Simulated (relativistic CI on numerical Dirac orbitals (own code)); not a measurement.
## Sc2+ in a cubic cluster: 2p photoemission with charge transfer

Computed with a charge-transfer multiplet model of a cubic metal-ligand cluster with up to 2 ligand holes, Slater and spin-orbit integrals from Dirac-Coulomb-Breit ions, Slater integrals scaled by 0.8. The ground state mixes d1 with configurations of k ligand holes L, whose averages lie at kΔ + k(k − 1)U_dd/2; a core hole lowers each added d electron by U_cd. 300 K, Lorentzian 0.6 eV and Gaussian 0.8 eV FWHM.

Atomic integrals in eV (Slater integrals scaled, ζ unscaled), ground: F2dd 4.710, F4dd 2.885, zeta_d 0.008; with the core hole: F2dd 4.710, F4dd 2.885, zeta_d 0.020, zeta_core 3.005, F2cd 4.113, G1cd 2.955, G3cd 1.675. Where a configuration has fewer than two d electrons, the dd integrals are those of d2.

Cluster parameters (eV): Δ = 8.5, U_dd = 5.5, 10Dq = 1.1, 10Dq(ligand) = 0.5, V(eg) = 2.35, V(t2g) = -1.14, final-state hopping factor = 1.

```
         Case   n_d    d1   d2L  d3L2     S
U_cd = 5.7 eV  1.26  0.75  0.23  0.02  0.50
U_cd = 6.3 eV  1.26  0.75  0.23  0.02  0.50
U_cd = 7.5 eV  1.26  0.75  0.23  0.02  0.50
```

Weights, n_d and S are thermal averages at 300 K. Binding energies count from the first peak over 30 % of the highest in each spectrum, which can be another peak from case to case. The parameters are a model scan and need not match a compound or its usual spin state. Peaks in eV (height, largest 100):
- U_cd = 5.7 eV: 0.0 (100), 4.6 (50), 9.3 (10), 14.1 (5)
- U_cd = 6.3 eV: 0.0 (100), 4.6 (48), 9.3 (13), 14.0 (7)
- U_cd = 7.5 eV: 0.0 (100), 4.5 (46), 9.3 (21), 14.1 (11)

For the case U_cd = 6.3 eV, Δ = 8.5 eV is larger than U_dd = 5.5 eV, the Mott-Hubbard side of the Zaanen-Sawatzky-Allen scheme. With the core hole the configuration with one ligand hole lies at Δ − U_cd = 2.8, 2.2, 1.0 eV from the one without, in the order of the table; where this is negative the screened configuration lies lower, though the effective hopping of about 5.2 eV (from the holes of the mixed ground state) mixes the two strongly wherever it is as large as the gap.
